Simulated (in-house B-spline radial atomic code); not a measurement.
Atomic self-consistent-field run: Zr II (Zr+). Computed with a B-spline radial code for spherical atoms: Dirac-Kohn-Sham wB97X, spherical fractional occupations, exact exchange averaged over the configuration, Fermi nucleus of rms radius 4.2694 fm.

Command:
```bash
python run_scf.py task.json out
```
Settings (nuclear radius in fm, mass in u):
```
Z                40
configuration    [Kr] 4d2 5s1
hamiltonian      dirac
method           wb97x
spin_polarised   False
nucleus          fermi
rms_radius       4.2694
atomic_mass      89.9047
speed_of_light   137.035999084
exact_exchange   averaged over the configuration
```

Output (hartree, bohr):
```
 radial grid: 82 intervals, B-splines of order 8, outer radius 60 bohr

 iter        energy (Eh)    residual
    1       -3596.867250    4.77e-01
    2       -3598.125728    1.63e-01
    3       -3599.071350    2.63e-02
    4       -3599.107697    5.74e-03
    5       -3599.110160    3.15e-03
    6       -3599.110622    1.18e-03
    7       -3599.110673    1.91e-04
    8       -3599.110674    2.49e-05
    9       -3599.110674    2.10e-06
   10       -3599.110674    1.67e-07

 total energy                     -3599.11067
 kinetic                            3719.2671
 electron-nucleus                  -8675.7683
 Hartree                            1471.4272
 exact exchange                      -22.6992
 exchange-correlation                -91.3374

 first-order corrections (not in the total)
   Gaunt                             2.2774
   retardation                      -0.2239
   frequency dependence             -0.0127
   self-energy                       1.5275
   Uehling                          -0.1689
   Wichmann-Kroll                    0.0023
   recoil                            0.0156

 orbital      occ     eigenvalue          <r>       <r^2>       <1/r>     <1/r^3>       r_max    small
 1s1/2      2.000      -656.9037    0.0370601  0.00185215     41.2623           -     0.02414  2.12e-02
 2s1/2      2.000       -91.7718     0.162209    0.031079     9.34677           -       0.137  4.31e-03
 2p1/2      2.000       -83.9810     0.138672   0.0236032     9.31346           -       0.107  4.31e-03
 2p3/2      4.000       -80.8224      0.14304   0.0249856     8.91167     2047.12      0.1106  4.18e-03
 3s1/2      2.000       -15.5526     0.457624    0.240206     3.16411           -      0.4082  1.12e-03
 3p1/2      2.000       -12.6442     0.454456    0.240851      3.0573           -      0.3964  1.07e-03
 3p3/2      4.000       -12.1378     0.464797    0.251727     2.96156     330.579      0.4055  1.03e-03
 3d3/2      4.000        -7.0178     0.450007    0.244935     2.75612     46.4355      0.3461  9.17e-04
 3d5/2      6.000        -6.9254     0.453531    0.248645     2.73122     44.4747      0.3488  9.07e-04
 4s1/2      2.000        -2.4749      1.21695      1.6797      1.1122           -       1.082  2.31e-04
 4p1/2      2.000        -1.6640      1.34911     2.08886    0.992171           -       1.165  1.90e-04
 4p3/2      4.000        -1.5977      1.37953     2.18459    0.966284     42.2193       1.189  1.83e-04
 4d3/2      0.800        -0.5087      2.10679     5.36947    0.633352     2.71915       1.565  8.51e-05
 4d5/2      1.200        -0.5040      2.12559     5.46469    0.627306     2.58317       1.579  8.37e-05
 5s1/2      1.000        -0.4667      3.44934      13.381    0.369378           -       3.033  3.29e-05
```

Time taken, with all properties: 8.8 s on 1 thread of Intel(R) Xeon(R) 6975P-C, on a shared host.

For the Dirac Hamiltonian the kinetic term is c α·p + (β - 1)c².
